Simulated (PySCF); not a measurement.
# Bond lengths and vibrations by method: BFHOSi

Calculated results; nothing here was measured. They come from PySCF 2.14.0, an open-source quantum chemistry program, on an isolated molecule that a program drew, which may never have been made. The molecule is BFHOSi (charge 0, doublet), drawn as the SMILES string `O=B[SiH]F`.

The geometry was optimised and harmonic frequencies were computed with HF and MP2, all in the cc-pV(D+d)Z basis, for the commonest isotopes, with a restricted reference for singlets and an unrestricted one otherwise, and a frozen core in MP2. Each result is a local minimum of its method.

Geometry at the HF minimum:
```xyz
5
BFHOSi, angstrom
O    -0.9365   -1.6601   -0.5257
B    -0.5029   -0.7364    0.0773
Si    0.1700    0.9067    1.0261
F     1.7504    0.7221    1.2966
H    -0.5152    1.0977    2.3155
```

Lengths of the bonds as drawn, in Å (atoms numbered as above):
```
bond,HF,MP2
O1-B2,1.185,1.221
B2-Si3,2.013,1.999
Si3-F4,1.614,1.635
Si3-H5,1.473,1.478
```

Rotational constants, in GHz:
| constant | HF | MP2 |
|---|---|---|
| A | 20.58 | 20.59 |
| B | 2.919 | 2.856 |
| C | 2.589 | 2.538 |

Harmonic frequencies in cm^-1, each column in rising order, so a row needn't be the same motion in every method:
| rank | HF | MP2 |
|---|---|---|
| 1 | 162 | 149 |
| 2 | 312 | 282 |
| 3 | 415 | 382 |
| 4 | 534 | ? |
| 5 | 698 | 653 |
| 6 | 833 | 797 |
| 7 | 909 | 879 |
| 8 | 2146 | 1917 |
| 9 | 2350 | 2296 |

**Estimate the missing MP2 frequency from the HF column.**

A single factor s that minimises the squared misfit of MP2 against s times HF over the other rows is sum(HF x MP2) / sum(HF^2) = 0.9411, with an rms misfit of 48 cm^-1. For rank 4 it gives 0.9411 x 534 = 503 cm^-1. The calculation gives 521 cm^-1, 18 cm^-1 above the estimate. The drawn bonds are on average 1.0 % longer in MP2 than in HF.
